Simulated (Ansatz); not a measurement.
System: sum formula BNH, net charge -1, singlet state. 
Coordinates optimised at B3LYP-D3(BJ)/def2-TZVP (Ansatz, a first-principles code):
```
B
N 1 1.2612
H 1 1.1843 2 180.00
```
Charge -1, spin multiplicity 1.

Basis-set convergence of Hartree-Fock and MP2 correlation energies (hartree) with Ansatz. Correlated levels leave the core frozen unless marked. Spin-orbit coupling is left out. Non-relativistic.

```
basis        functions      E(HF)  E(corr, MP2)
-----------  ---------  ---------  ------------
aug-cc-pVDZ         55  -79.68806      -0.28064
aug-cc-pVTZ        115  -79.70378      -0.33062
aug-cc-pVQZ        206  -79.70869      -0.34888
```

Extrapolating the two largest sets (X = 3 and 4) as X^-3: E(corr) = (64·(-0.34888) - 27·(-0.33062))/37 = -0.3622 Eh, an estimate of the basis-set limit. The largest set recovers 96.3 % of it, the smallest 77.5 %.
